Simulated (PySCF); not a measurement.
**Polarisability and C₆ of Ti²⁺ (titanium, charge +2)**

[Ar] 3d2, high-spin 3F determinant. Computed with PySCF 2.14 in aug-cc-pVQZ-DK, with scalar relativity by spin-free X2C-1e. Coupled (time-dependent) response in atomic units; α is the mean over directions.

```tsv
method	mean α (bohr³)	C₆ (like pair)	S(−4)
PBE	5.303	15.80	27.01
```

S(−4) is the Cauchy moment in α(ω) = α(0) + S(−4) ω² + …

α(iu) at PBE:

| u (hartree) | α(iu) (bohr³) |
| --- | --- |
| 0 | 5.303 |
| 0.0500 | 5.237 |
| 0.100 | 5.058 |
| 0.200 | 4.535 |
| 0.300 | 4.011 |
| 0.500 | 3.224 |
| 0.750 | 2.572 |
| 1.00 | 2.109 |
| 1.50 | 1.480 |
| 2.00 | 1.082 |
| 3.00 | 0.6367 |
| 5.00 | 0.2908 |

For an ion, C₆ is the dispersion term alone; charge-induced terms of lower order in 1/R come first.
